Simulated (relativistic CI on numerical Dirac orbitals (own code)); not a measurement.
# Hyperfine structure of Pd XXII, mass number 105

Computed by Dirac-Coulomb-Breit CI, KLI orbitals optimised for each configuration, a model potential for QED, unscaled Slater integrals (own radial code, finite nucleus).

CI space (outside the closed core [Ne]): 3s2 3p6 3d7, 3s2 3p5 3d8, 3s2 3p4 3d9, 3s 3p6 3d8, 3p6 3d9, 3s 3p5 3d9, 3s2 3p6 3d6 4s, 3s2 3p6 3d6 4p, 3s2 3p6 3d6 4d, 3s2 3p6 3d6 4f, 3s2 3p4 3d8 4s, 3s2 3p5 3d7 4s, 3s2 3p6 3d5 4s2, 3s2 3p4 3d8 4p, 3s2 3p5 3d7 4p, 3s2 3p6 3d6 5s. Levels of other configurations are missing.

Nuclear spin I = 5/2, μ = -0.642 μN, Q = 0.66 b (tables of Stone and Pyykkö). The electronic factors are computed for point nuclear moments, without core polarisation or the Bohr-Weisskopf and QED corrections.

```json
{"Level": "3s2 3p6 3d7 4F_9/2", "E (cm⁻¹)": "0.0", "A (MHz)": "-1554", "B (MHz)": "3310"}
{"Level": "3s2 3p6 3d7 4F_7/2", "E (cm⁻¹)": "38009.3", "A (MHz)": "-1724", "B (MHz)": "2730"}
{"Level": "3s2 3p6 3d7 4F_5/2", "E (cm⁻¹)": "47981.9", "A (MHz)": "-1894", "B (MHz)": "3120"}
{"Level": "3s2 3p6 3d7 4P_5/2", "E (cm⁻¹)": "81791.5", "A (MHz)": "-870.3", "B (MHz)": "-6210"}
{"Level": "3s2 3p6 3d7 2G_9/2", "E (cm⁻¹)": "84420.1", "A (MHz)": "-2031", "B (MHz)": "-3400"}
{"Level": "3s2 3p6 3d7 4P_1/2", "E (cm⁻¹)": "95735.5", "A (MHz)": "1072", "B (MHz)": ""}
{"Level": "3s2 3p6 3d7 2G_7/2", "E (cm⁻¹)": "113933.2", "A (MHz)": "-2696", "B (MHz)": "-2110"}
{"Level": "3s2 3p6 3d7 2H_11/2", "E (cm⁻¹)": "114683.8", "A (MHz)": "-2238", "B (MHz)": "-12800"}
```

Levels with J = 0, under 50 % of one LS term, or S terms without an open s electron are left out. Small factors come from cancelling terms and can be off by tens of per cent or more.

At this charge energies of transitions that change n are usually good to better than 1 %, and those within a shell (Δn = 0) to a few per cent. Terms inside the open d or f shell come out 10 to 20 % too wide with unscaled integrals.

Give the hyperfine levels of 3s2 3p6 3d7 4F_9/2 relative to its centre of gravity.

With K = F(F + 1) − I(I + 1) − J(J + 1), E = AK/2 + B[¾K(K + 1) − I(I + 1)J(J + 1)]/[2I(2I − 1)J(2J − 1)]: F = 2: 22880, F = 3: 17220, F = 4: 10070, F = 5: 1754, F = 6: -7319, F = 7: -16650 MHz.

LS names give the leading component of a level, which can be under half, so a name can repeat, a term be missing and a line seem to break the LS rules.
